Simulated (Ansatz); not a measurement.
Single points on the cluster Hf₂O₄.

```yaml
crystal:
  periodic: [false, false, false]
  atoms:
    - {symbol: Hf, position_ang: [-0.701865, 1.271350, 0.333446]}
    - {symbol: Hf, position_ang: [0.701768, -1.271039, -0.333423]}
    - {symbol: O, position_ang: [-0.849204, -0.216009, -0.963284]}
    - {symbol: O, position_ang: [0.848696, 0.215985, 0.963719]}
    - {symbol: O, position_ang: [-0.053627, 2.677448, -0.552824]}
    - {symbol: O, position_ang: [0.054231, -2.677734, 0.552366]}
basis:
  gaussian: {orbitals: def2-TZVP, initial_orbitals: start.molden}
correlation: {method: ccsd_t}
scf: {omitted_lower_state_checks: [starts]}
output: {orbitals: {seedname: orbitals}}
```

The file start.molden holds the orbitals of an earlier run on this structure, at another level or in another basis.

```sh
$ ansatz run in.yaml --threads 4 --pin off --events-out ev --progress --plain --max-ram 4787MiB
```

Shortened log:

```
Functional definition: HF
1528 factors; integrals over basis functions are off by at most 7.8e-4 eV
mean field evaluation 1: about -10739.5231 eV, gradient 3.1e1 eV
mean field evaluation 2: about -10741.1497 eV, gradient 2.2e0 eV
mean field evaluation 4: about -10741.7465 eV, gradient 2.8e0 eV
mean field evaluation 8: about -10741.7593 eV, gradient 7.7e-4 eV
mean field -10741.75928818 eV, -394.7523728146 hartree, gradient 9.7e-7 eV, S^2 0.000000; 0 other end points of the search recorded, 0 dependent functions left out
4 core orbitals not correlated: weight in the atoms' cores, before any rotation towards them, 1.000 or more for the frozen orbitals, at most 0.000 for the correlated occupied ones
reference -10741.75928818 eV, -394.7523728146 hartree; 24, 24 occupied and 176, 176 virtual orbitals, 1528 factors
second order -42.45783334 eV of doubles, -0.00000000 eV of singles
cycle   1  -38.56192535 eV  change     3.9e0 eV  update   3.0e-1
cycle   2  -40.29018448 eV  change    -1.7e0 eV  update   1.7e-1
cycle   3  -40.64097389 eV  change   -3.5e-1 eV  update   5.0e-2
cycle   4  -40.67347143 eV  change   -3.2e-2 eV  update   2.4e-2
cycle   5  -40.63491814 eV  change    3.9e-2 eV  update   9.1e-3
cycle   6  -40.63469688 eV  change    2.2e-4 eV  update   4.2e-3
cycle   7  -40.63633900 eV  change   -1.6e-3 eV  update   2.3e-3
cycle   8  -40.63489830 eV  change    1.4e-3 eV  update   1.2e-3
cycle   9  -40.63511507 eV  change   -2.2e-4 eV  update   5.5e-4
cycle  10  -40.63602263 eV  change   -9.1e-4 eV  update   2.8e-4
cycle  11  -40.63582790 eV  change    1.9e-4 eV  update   1.4e-4
cycle  12  -40.63551018 eV  change    3.2e-4 eV  update   6.8e-5
cycle  13  -40.63570571 eV  change   -2.0e-4 eV  update   2.8e-5
cycle  14  -40.63562031 eV  change    8.5e-5 eV  update   1.8e-5
cycle  15  -40.63561981 eV  change    5.0e-7 eV  update   8.7e-6
perturbative correction -2.09737338 eV, -0.0770770501 hartree
Total energy: -10784.49228137 eV, -396.3227813488 hartree
Checks for a lower state left out: starts
```

It took 3.2 min on 4 threads of Arm Neoverse V2 on a shared host, peak host memory 3.8 GiB.

The first input with `hamiltonian: {xc: pbe}`, `correlation: {method: rpa}` and without the key `output` (abridged; 5.5 s):

```
Functional definition: PBE
mean field -10805.49985126 eV, -397.0947953031 hartree, gradient 1.6e-6 eV, S^2 0.000000
4 core orbitals not correlated: weight in the atoms' cores, before any rotation towards them, 1.000 or more for the frozen orbitals, at most 0.000 for the correlated occupied ones
Total energy: -10798.90464450 eV, -396.8524259251 hartree
Checks for a lower state left out: starts
```

As the first input, with `hamiltonian: {xc: r2scan, dispersion: d4}` and without the key `correlation` (abridged; 3.8 s):

```
Functional definition: r2SCAN
mean field -10809.78804923 eV, -397.2523836716 hartree, gradient 1.4e-5 eV, S^2 0.000000
Total energy: -10809.82768166 eV, -397.2538401365 hartree
Checks for a lower state left out: starts
```

The first input with `hamiltonian: {xc: pbe, dispersion: d4}` and without the key `correlation` (abridged; 1.9 s):

```
Functional definition: PBE
mean field -10805.49985646 eV, -397.0947954939 hartree, gradient 4.8e-5 eV, S^2 0.000000
Total energy: -10805.67995381 eV, -397.1014139497 hartree
Checks for a lower state left out: starts
```

As the first input, with `gaussian: {orbitals: def2-TZVPD, initial_orbitals: start.molden}`, `hamiltonian: {xc: r2scan, dispersion: d4}` and without the key `correlation` (abridged; 5.5 s):

```
Functional definition: r2SCAN
mean field -10809.86645401 eV, -397.2552649943 hartree, gradient 1.2e-5 eV, S^2 0.000000
Total energy: -10809.90609043 eV, -397.2567216058 hartree
Checks for a lower state left out: starts
```

Geometry: r2SCAN-D4/def2-SVP.

In the def2 sets Hf takes a core potential; there is no spin–orbit coupling. Correlated methods freeze 4 core orbitals; core or outer-core shells of Hf are correlated, in sets that lack core-valence functions. The structure comes from a short search, and lower isomers may exist.
